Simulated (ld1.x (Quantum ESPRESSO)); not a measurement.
Mo (Z = 42) TM: all-electron and pseudo phase curves

ld1.x (Quantum ESPRESSO) 7.5 input, shortened:

```
&input
   title='Mo', zed=42., rel=2, dft='PBE', iswitch=3,
   config='[Kr] 4d5 5s0 5p0', rel_dist='average'
 /
 &inputp
   pseudotype=2, tm=.true., lloc=-1, rcloc=2.75,
   nlcc=.true., rcore=2.05
 /
3
5S  1  0   0.00   0.00  2.05  2.05  0.0
5P  2  1   0.00   0.00  3.80  3.80  0.0
4D  3  2   5.00   0.00  2.45  2.45  0.0
 &test
   configts(1)='4d5 5s0 5p0'
 /
```

Open shells are filled in proportion to 2j + 1 (rel_dist='average').

The phase is arctan(r·u′/u) with u = r·R(r), unwrapped; energies in Ry, scanned from -3 to 5 Ry. A pole is an energy at which the radial function vanishes at the test radius. The pseudo phase is shifted by a multiple of π to meet the all-electron one at the reference energy, and phase errors are pseudo minus all-electron; the curves can meet again beyond the range given. Levels narrower than the energy grid can be missing from the lists of poles.

```
channel  radius (bohr)  reference energy (Ry)  poles, all-electron      poles, pseudo  unbroken range about the reference energy with phases within 0.05 rad  phase error 1 Ry above the reference energy (rad)
      s           4.08                  -0.72          -0.32, 2.91  -0.35, 0.11, 3.62                                                             below -0.2                                             -3.029
   p1/2           4.08                  -0.44           0.24, 3.60   0.20, 1.71, 4.81                                                              below 0.6                                             -0.045
   p3/2           4.08                  -0.43           0.30, 3.69   0.24, 1.65, 4.82                                                              below 0.6                                             -0.051
   d3/2           4.08                  -0.77          -0.72, 1.47        -0.72, 1.57                                                              below 0.1                                             +0.077
   d5/2           4.08                  -0.76          -0.70, 1.49        -0.70, 1.59                                                              below 0.2                                             +0.078
```

Phases in the d3/2 channel:

```csv
E (Ry),all-electron,pseudo
-3.00,1.420,1.420
-2.52,1.404,1.404
-2.04,1.380,1.380
-1.56,1.342,1.342
-1.08,1.240,1.240
-0.60,-1.754,-1.754
-0.12,-2.059,-2.050
0.36,-3.542,-3.435
0.84,-4.503,-4.477
1.32,-4.680,-4.661
1.80,-4.774,-4.751
2.28,-4.877,-4.832
2.76,-5.148,-4.971
3.24,-7.089,-5.647
3.72,-7.652,-7.443
4.20,-7.766,-7.695
4.68,-7.822,-7.777
```
